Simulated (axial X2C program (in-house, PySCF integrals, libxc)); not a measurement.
**Bond lengths and stretching modes, held linear, of ZrCN⁻**

Calculated with an axial X2C code built on PySCF integrals: two-component X2C with atomic mean-field Coulomb and Gaunt terms, Gaussian nuclei, basis Zr dyall-v3z, C dyall-v3z, N dyall-av3z with contracted cores. Spin-free rows use the one-electron spin-free X2C Hamiltonian.

Masses Zr 89.905, C 12.000, N 14.003 u. States: 2c Ω = 1 (beyond evenly filled blocks: ω = -1/2, ω = 3/2); spin-free M_S = 1, Λ = 0 (beyond evenly filled blocks: π+α, π-α).

PBE, 2c: energies above the lowest point

```
r(Zr–C) (Å)  r(C–N) (Å)  E (meV)
     2.1489      1.1417   109.07
     2.1489      1.1710     9.50
     2.1489      1.2003     0.00
     2.2040      1.1417   103.88
     2.2040      1.1710    11.16
     2.2040      1.2003     8.82
     2.2040      1.2296    80.45
     2.2591      1.1417   124.45
     2.2591      1.1710    37.47
     2.2591      1.2003    41.18
     2.3142      1.1710    82.79
     2.3142      1.2296   174.85
```

Fit a quadratic surface with cubic terms in each bond: where is the minimum, and what are the two stretching wavenumbers?

At PBE, 2c: bonds 2.165 and 1.188 Å; harmonic stretches 355.6 and 1978.7 cm⁻¹; force constants 1.51, 15.1 and coupling 0.60 mdyn/Å.

The other levels and Hamiltonians give:

| Hamiltonian | level | r(Zr–C) (Å) | r(C–N) (Å) | lower stretch (cm⁻¹) | upper stretch (cm⁻¹) |
| --- | --- | --- | --- | --- | --- |
| 2c | PBE0 | 2.202 | 1.170 | 337.5 | 2105.8 |
| 2c | HF | 2.438 | 1.138 | 100.7 | 2236.3 |
| spin-free | PBE0 | 2.202 | 1.170 | 337.7 | 2105.4 |
| spin-free | HF | 2.430 | 1.138 | 117.6 | 2241.0 |
| spin-free | PBE | 2.166 | 1.188 | 355.8 | 1978.4 |

Each state is one determinant, the lowest of a limited PBE0 search; the stretches come from a fit to these few points and carry an uncertainty of a few per cent. Other orders of the atoms were not compared. Left out for rough or failed fits: MP2 2c, MP2 spin-free. The levels spread by more than a fifth, so the stretches depend strongly on the method. For an anion the highest level of a functional can be positive, and the basis then holds the extra electron. The molecule was held linear; bending was not examined, so a bent shape may lie lower. Open-shell Ω = 0 determinants with evenly filled partner blocks cannot be reached by this program, so the Ω shown need not be the lowest component. Note: several unpaired electrons, one determinant need not be a pure state.
